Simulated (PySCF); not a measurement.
Mg(H)(iPr) (C3H8Mg), SMILES C[CH](C)[MgH].

Geometry optimised at ωB97X-D3(BJ)/def2-SVP.

Two levels are set side by side: TDA-PBE/def2-SVPD (PySCF) and TDA-LC-ωPBE/def2-SVPD (PySCF). Vertical, same geometry. The lowest singlet is HOMO→LUMO 97 % with PBE and HOMO→LUMO 74 %, HOMO→LUMO+4 20 % with the other functional; states are paired by order. Differences are taken from unrounded values.

```json
[
 {"quantity": "lowest singlet excitation (eV)", "TDA-PBE": "3.95"},
 {"quantity": "lowest triplet excitation (TDA) (eV)", "TDA-PBE": "3.70"},
 {"quantity": "first bright state (f over 0.05) (eV)", "TDA-PBE": "4.60"},
 {"quantity": "its oscillator strength", "TDA-PBE": "0.13"}
]
```

### Question
These are the TDA-PBE values. What does TDA-LC-ωPBE give? (Estimate from the structure and the level; the computed values follow.)

### Answer

```json
[
 {"quantity": "lowest singlet excitation (eV)", "TDA-LC-ωPBE": "5.05", "TDA-PBE minus TDA-LC-ωPBE": "-1.10"},
 {"quantity": "lowest triplet excitation (TDA) (eV)", "TDA-LC-ωPBE": "4.57", "TDA-PBE minus TDA-LC-ωPBE": "-0.87"},
 {"quantity": "first bright state (f over 0.05) (eV)", "TDA-LC-ωPBE": "5.63", "TDA-PBE minus TDA-LC-ωPBE": "-1.03"},
 {"quantity": "its oscillator strength", "TDA-LC-ωPBE": "0.18", "TDA-PBE minus TDA-LC-ωPBE": "-0.06"}
]
```

Functionals without exact exchange tend to place singlet excitations lower, as here. Differences between two approximate levels are no errors against the true value.

Rough cost on one machine, each run with all the roots and properties that it gave: TDA-LC-ωPBE against TDA-PBE about 3 times.
